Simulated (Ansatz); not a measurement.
Geometry optimisation, RHF/def2-SVP (Ansatz).

Input:

```yaml
crystal:
  periodic: [false, false, false]
  atoms:
    - { symbol: Ta, position_ang: [0.0, 0.0, 0.0] }
    - { symbol: Cl, position_ang: [2.47, 0.0, 0.0] }
    - { symbol: O, position_ang: [0.0, 0.0, 2.02] }
    - { symbol: H, position_ang: [-0.2547, -0.9174, 2.3571] }
    - { symbol: "N", position_ang: [0.0, 0.0, -2.16] }
    - { symbol: H, position_ang: [-0.6116, -0.6845, -2.69] }
    - { symbol: H, position_ang: [0.6116, 0.6845, -2.69] }
    - { symbol: Cl, position_ang: [-1.235, 2.139, 0.0] }
    - { symbol: O, position_ang: [-1.01, -1.7493, 0.0] }
    - { symbol: H, position_ang: [-1.6563, -1.7655, 0.776] }
basis:
  gaussian: { orbitals: def2-SVP }
hamiltonian:
  xc: hf
relax:
  f_tol: 0.02
  max_steps: 40
output:
  orbitals: {}
```

Command:

```bash
$ ansatz run input.yaml --threads 2 --pin off --max-ram 3072MiB --backend cpu --events-out ev --progress --plain --runs-dir out
```

Where does it end, and by what steps?

It converged. After 23 steps the energy has fallen by 2.379 eV; H4 moved furthest, 1.54 Å.

```
step  energy less start (eV)  largest force component (eV/Å)  accepted
   0                  0.0000                           3.314       yes
   1                 -1.2535                           2.587       yes
   2                 -1.6056                           2.686       yes
   3                 -1.6670                           2.471       yes
   4                 -1.8936                           1.274       yes
   5                 -2.0015                           0.503       yes
   6                 -2.0116                           1.623       yes
   7                 -2.0799                           0.929       yes
   8                 -2.1400                           0.705       yes
   9                 -2.2139                           0.652       yes
  10                 -2.2628                           0.741       yes
  11                 -2.3274                           0.373       yes
  12                 -2.3122                           0.888        no
  13                 -2.3523                           0.141       yes
  14                 -2.3638                           0.134       yes
  15                 -2.3574                           0.871        no
  16                 -2.3698                           0.059       yes
  17                 -2.3742                           0.087       yes
  18                 -2.3754                           0.260       yes
  19                 -2.3777                           0.208       yes
  20                 -2.3791                           0.038       yes
  21                 -2.3794                           0.044       yes
  22                 -2.3795                           0.029       yes
  23                 -2.3795                           0.003       yes
```

```xyz
10
Properties=species:S:1:pos:R:3
Ta -0.258 0.090 0.062
Cl 1.820 1.334 0.064
O 0.391 -0.874 1.548
H 1.234 -0.919 1.975
N 0.267 -0.493 -1.736
H -0.289 -1.110 -2.300
H 1.129 -0.245 -2.184
Cl -1.459 2.105 0.356
O -1.830 -0.902 -0.068
H -2.691 -1.279 -0.104
```

Run time: 70 s on 2 threads of Arm Neoverse V1, with other jobs on the host, peak memory 0.32 GiB.
